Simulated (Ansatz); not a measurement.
```xyz
4

O    -0.5588   -0.5634   -0.8571
Zn    0.5239    0.1742    0.3398
H    -1.4935   -0.3645   -0.7960
H     1.5284    0.7538    1.3132
```

Total charge 0; spin multiplicity 1.

List the PBE/def2-TZVPP orbital energies in eV (Ansatz 0.2.0). (Estimate.)

Computed: Occupied: -9407.52, -1134.09, -999.87, -999.86, -999.81, -509.56, -126.23, -83.64, -83.60, -83.48, -23.59, -12.93, -11.87, -11.76, -11.74, -11.74, -10.22, -8.22, -7.22, -6.61. Lowest empty: -1.18, -0.87, -0.81, 1.52, 1.98, 3.78, 4.55, 4.69.
